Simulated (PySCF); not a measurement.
Species: CF3CH2CN, C₃H₂F₃N.
Structure used (PBE0-D3(BJ)/def2-SVP), in Å, numbered top down from 1:
```xyz
9
C3H2F3N angstrom
N      2.559   -0.206    0.685
C      1.467    0.130    0.508
C      0.095    0.562    0.299
C     -0.747   -0.454   -0.456
F     -0.812   -1.610    0.196
F     -1.987    0.015   -0.593
F     -0.254   -0.687   -1.669
H     -0.387    0.748    1.270
H      0.082    1.504   -0.269
```

Computed, not measured: core-valence-separated Tamm–Dancoff BHandHLYP/aug-pcX-1 (pcseg-1 on H) in PySCF, non-relativistic, gas phase, PBE0-D3(BJ)/def2-SVP geometry. BHandHLYP without relativity tends to put these K edges a few eV too low, so spacings mean more than positions.

The lowest roots of each edge with f over 0.003 (five at most, numbered afresh; weaker and dark ones are left out), with transition dipoles (au) in the frame of the coordinates:

```
root  edge  E (eV)       f       μx       μy       μz
   1     C  284.02  0.0603  -0.0166  -0.0801  -0.0444
   2     C  284.15  0.0641  -0.0255  -0.0408   0.0831
   3     C  286.90  0.0181  -0.0054  -0.0446  -0.0237
   4     C  287.28  0.0236  -0.0153  -0.0247   0.0500
   5     C  288.64  0.0488   0.0777  -0.0282   0.0080
   6     N  397.14  0.0647  -0.0152  -0.0700  -0.0390
   7     N  397.45  0.0640   0.0215   0.0344  -0.0701
   8     F  687.38  0.0342  -0.0429   0.0120  -0.0069
   9     F  687.46  0.0283  -0.0113   0.0056   0.0390
  10     F  687.47  0.0256  -0.0042  -0.0369   0.0122
  11     F  687.85  0.0057  -0.0173   0.0063  -0.0021
  12     F  688.20  0.0181  -0.0097   0.0018   0.0313
```

Molecules are fixed in this frame and the field points along y. What effective strengths 3 f cos²θ do the roots have (θ between field and μ)?

root 1 (C2): 0.134, root 2 (C2): 0.035, root 3 (C3): 0.042, root 4 (C3): 0.013, root 5 (C3): 0.017, root 6 (N1): 0.143, root 7 (N1): 0.035, root 8 (F6): 0.007, root 9 (F5/F7): 0.002, root 10 (F5/F7): 0.068, root 11 (F6): 0.002, root 12 (F5/F7): 0.000. Averaged over all orientations cos²θ is 1/3, which gives f back.

